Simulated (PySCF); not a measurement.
# Dipole response of Si (silicon, neutral)

[Ne] 3s2 3p2, high-spin 3P determinant. All numbers are calculated (PySCF 2.14, scalar relativity by spin-free X2C-1e, in aug-cc-pVQZ-DK). Coupled (time-dependent) response in atomic units; α is the mean over directions.

| method | mean α (bohr³) | α xx, yy, zz | C₆ (like pair) | S(−4) |
| --- | --- | --- | --- | --- |
| UHF | 38.47 | 32.48, 41.47, 41.47 | 315.7 | 560.5 |
| PBE | 41.77 | 33.94, 45.69, 45.69 | 343.1 | 774.1 |
| PBE0 | 39.85 | 32.95, 43.30, 43.30 | 325.4 | 657.5 |
| wB97X-V | 38.74 | 32.65, 41.78, 41.78 | 314.9 | 598.2 |
| TPSS | 40.11 | 33.09, 43.63, 43.63 | 332.0 | 657.6 |

S(−4) is the Cauchy moment in α(ω) = α(0) + S(−4) ω² + …

Reference α: 37.3 ± 0.7 bohr³ (recommended; Schwerdtfeger and Nagle, table of static dipole polarizabilities (2023 update)). Published C₆: 305.0 (Chu and Dalgarno (2004); Tang, Norbeck and Certain (1976)).

α(iu) at TPSS:

```
u (hartree)  α(iu) (bohr³)
          0          40.11
     0.0500          38.56
      0.100          34.72
      0.200          25.61
      0.300          18.38
      0.500          10.05
      0.750          5.483
       1.00          3.410
       1.50          1.692
       2.00          1.025
       3.00         0.5114
       5.00         0.2169
```

The components differ because the open shell of this determinant is not spherical; for a pure term their mean is the scalar polarisability.
